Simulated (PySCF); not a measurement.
This PySCF input asks for the NMR shieldings of SMILES C=C(C)[C@H]1C[CH2][AlH][CH2]1, C7H13Al; the geometry comes from PBE0-D3(BJ)/def2-SVP.

```python
import basis_set_exchange as bse
import numpy as np
from pyscf import gto, dft
from pyscf.prop import nmr

atoms = """
C    -1.618092   -1.331842   -1.104389
C    -1.397986   -0.337948   -0.234347
C    -2.525211    0.517099    0.268013
C    -0.026811    0.014549    0.299005
C     1.072608   -1.016574   -0.010995
C     2.427836   -0.590467    0.582166
Al    2.358308    1.345359    0.251925
C     0.435056    1.427489   -0.150616
H    -2.626078   -1.540112   -1.474150
H    -0.816168   -1.970190   -1.480246
H    -2.575003    0.492421    1.370071
H    -3.494975    0.185037   -0.127622
H    -2.382558    1.572282   -0.015922
H    -0.124980    0.046379    1.404168
H     1.168793   -1.098996   -1.109520
H     0.756175   -2.012995    0.341872
H     2.445920   -0.783161    1.672554
H     3.270949   -1.160992    0.162413
H     3.469463    2.485730    0.291768
H     0.270846    1.534325   -1.240911
H    -0.141696    2.237063    0.323457
"""
names = dict.fromkeys(["C", "Al", "H"], "pcSseg-1")
basis = {el: gto.basis.parse(bse.get_basis(n, elements=[el], fmt="nwchem")) for el, n in names.items()}
mol = gto.M(atom=atoms, basis=basis, charge=0, verbose=0)
mf = dft.RKS(mol, xc="PBE0")
mf.grids.level = 2
mf.grids.alignment = dft.numint.BLKSIZE   # the property module wants whole blocks of grid points
mf.conv_tol = 1e-9
mf.kernel()

calc = nmr.RKS(mf)   # GIAO
C = mf.mo_coeff
Co = C[:, mf.mo_occ > 0]
resp = mf.gen_response(singlet=True, hermi=2)
def vind(x):   # induced exchange potential for any number of trial vectors
    d = np.einsum("pi,xij,qj->xpq", C, 2 * x.reshape(-1, C.shape[1], Co.shape[1]), Co, optimize=True)
    return np.einsum("xpq,pi,qj->xij", resp(d - d.transpose(0, 2, 1)), C, Co, optimize=True).ravel()
mo1, _ = nmr.rhf.solve_mo1(calc, with_cphf=vind)
sigma = calc.kernel(mo1)
for i, s in enumerate(sigma):   # ppm
    w = np.linalg.eigvalsh((s + s.T) / 2)
    print("%2d %-2s iso %8.1f  s11 %8.1f  s22 %8.1f  s33 %8.1f" % (i, mol.atom_pure_symbol(i), w.mean(), *w))
```

Problem. What does it print?

Solution. 
```
 0 C  iso     72.1  s11    -26.8  s22     91.3  s33    151.7
 1 C  iso     22.4  s11   -104.7  s22     17.6  s33    154.3
 2 C  iso    158.1  s11    138.3  s22    151.1  s33    185.0
 3 C  iso    136.2  s11    119.3  s22    128.8  s33    160.5
 4 C  iso    151.0  s11    137.0  s22    151.5  s33    164.6
 5 C  iso    170.7  s11    157.7  s22    168.2  s33    186.1
 6 Al iso    239.1  s11    185.9  s22    212.7  s33    318.8
 7 C  iso    163.7  s11    151.1  s22    153.7  s33    186.4
 8 H  iso     26.3  s11     24.1  s22     24.6  s33     30.1
 9 H  iso     26.4  s11     23.3  s22     24.1  s33     31.7
10 H  iso     29.6  s11     25.8  s22     28.1  s33     35.0
11 H  iso     29.5  s11     25.4  s22     28.0  s33     35.0
12 H  iso     28.9  s11     23.9  s22     29.5  s33     33.3
13 H  iso     29.8  s11     25.9  s22     29.2  s33     34.2
14 H  iso     30.2  s11     25.0  s22     30.3  s33     35.2
15 H  iso     29.1  s11     23.2  s22     29.3  s33     34.7
16 H  iso     31.2  s11     26.2  s22     28.7  s33     38.6
17 H  iso     30.4  s11     25.3  s22     28.3  s33     37.6
18 H  iso     25.4  s11     22.6  s22     23.1  s33     30.4
19 H  iso     31.8  s11     27.9  s22     29.4  s33     37.9
20 H  iso     30.2  s11     25.3  s22     29.6  s33     35.7
```

These numbers come from an equivalent density-fitted implementation of the same equations, which agrees with the script to about 0.01 ppm for H and up to a few tenths of a ppm for heavy atoms, so last digits may differ.

Problem. Turn these shieldings into chemical shifts. References, each an isolated molecule treated in the same way: TMS for ¹³C (σ = 184.41 ppm) and ¹H (σ = 31.27 ppm); ²⁷Al (σ = 489.28 ppm) vs AlH4-.

Solution. Averaging equivalent atoms: C 1: 162.0; C 0: 112.3; C 3: 48.2; C 4: 33.4; C 2: 26.3; C 7: 20.7; C 5: 13.7; Al 6: 250.2; H 18: 5.90; H 8: 4.97; H 9: 4.89; H 15: 2.20; H 10/11/12: 1.92; H 13: 1.48; H 14: 1.10; H 20: 1.07; H 17: 0.87; H 16: 0.09; H 19: -0.48 ppm. 

Size and cost of the density-fitted run: 208 basis functions, 26 s wall time on 1 thread of an Intel Xeon 6975P-C, shared host; peak memory 0.98 GiB.
